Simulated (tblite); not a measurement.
Compound: C₄H₅N₂OS (doublet state).
Bonds: C1–O2, O2–C3, C3–C4, C4–C5 (aromatic), C5–N6 (aromatic), N6–S7 (aromatic), S7–N8 (aromatic), C4–N8 (aromatic). Hydrogens: H9, H10, H11 on C1; H12 on C3; H13 on C5.
Bond orders are those of one Lewis drawing.

Computed with GFN2-xTB (tblite), gas phase: L-BFGS steps from a force-field or distance-geometry start until the largest atomic force falls under 0.01 eV/Å.

Step 14: E = -658.0078 eV
```
atom  x, y, z in Å  |  force x, y, z in eV/Å
C1      2.2209    0.4996    0.1259   -0.564   0.034   0.292
O2      1.6958   -0.6721   -0.4964   -1.435   0.278  -0.008
C3      0.3159   -0.9374   -0.5308    1.482  -0.272  -0.263
C4     -0.8631   -0.1844   -0.2377    1.032   0.630  -0.169
C5     -1.9925   -0.6304    0.5092   -0.197  -0.467   0.114
N6     -2.9681    0.2314    0.5698    0.338   0.281  -0.146
S7     -2.5128    1.5912   -0.2434   -0.100  -0.167   0.215
N8     -1.0369    1.0826   -0.6705    0.008  -0.379   0.282
H9      1.4594    1.2747    0.0869    0.064   0.435  -0.385
H10     3.1773    0.8247   -0.3555   -0.934  -0.530   0.291
H11     2.3594    0.3449    1.2165    0.305  -0.314  -0.464
H12     0.1901   -1.8768   -1.0843    0.022   0.219   0.687
H13    -2.0499   -1.5477    1.0925   -0.020   0.251  -0.445
```

Step 15: E = -658.1077 eV
```
atom  x, y, z in Å  |  force x, y, z in eV/Å
C1      2.1989    0.4890    0.1583   -0.523  -0.058   0.122
O2      1.6483   -0.6998   -0.3850   -0.156   0.168  -0.294
C3      0.3172   -0.9059   -0.5713    0.336  -0.154   0.023
C4     -0.8560   -0.1442   -0.2709    0.572   0.191  -0.028
C5     -1.9589   -0.6251    0.5005    0.009  -0.192  -0.111
N6     -2.9463    0.2159    0.5967    0.059   0.062  -0.016
S7     -2.5656    1.5719   -0.2348    0.001   0.077   0.101
N8     -1.0894    1.0994   -0.7099    0.205  -0.009   0.092
H9      1.4832    1.2962    0.0736   -0.114   0.400  -0.224
H10     3.1314    0.7240   -0.3685   -0.288  -0.156   0.049
H11     2.4009    0.3681    1.2297    0.102  -0.228  -0.084
H12     0.1928   -1.8496   -1.1002   -0.088   0.013   0.514
H13    -1.9610   -1.5395    1.0641   -0.116  -0.115  -0.145
```

**Question.** Estimate the geometry and energy of step 16. (The exact step hangs on the optimiser's Hessian estimate; all steps are aligned on step 15, rigid shifts and turns removed.)

**Answer.** E = -658.1444 eV, largest force 0.462 eV/Å
```
atom  x, y, z in Å  |  force x, y, z in eV/Å
C1      2.1926    0.4918    0.1544   -0.416   0.005   0.040
O2      1.6496   -0.6899   -0.4092   -0.007   0.154  -0.256
C3      0.3216   -0.9092   -0.5651    0.249  -0.102   0.066
C4     -0.8467   -0.1491   -0.2626    0.425   0.173  -0.008
C5     -1.9605   -0.6305    0.4974    0.027  -0.089  -0.130
N6     -2.9420    0.2179    0.5887    0.008  -0.013   0.034
S7     -2.5541    1.5731   -0.2319    0.105   0.109   0.029
N8     -1.0736    1.0948   -0.7014    0.141   0.102   0.117
H9      1.4762    1.2994    0.0697   -0.097   0.376  -0.176
H10     3.1303    0.7380   -0.3633   -0.352  -0.185   0.057
H11     2.3958    0.3574    1.2235    0.057  -0.216  -0.067
H12     0.1877   -1.8524   -1.0819   -0.066  -0.143   0.434
H13    -1.9813   -1.5408    1.0640   -0.073  -0.171  -0.141
```

The energy changes by -0.0367 eV. The first-order estimate −F·Δx gives -0.0400 eV and the mean of the old and new forces, exact on a quadratic surface, -0.0366 eV. The step makes an angle of 56° with the force vector and moves no atom by more than 0.026 Å.

The cost below is that of the whole relaxation. Time: 0.5 s wall. Hardware: Arm Neoverse V2, one thread, on a shared host.
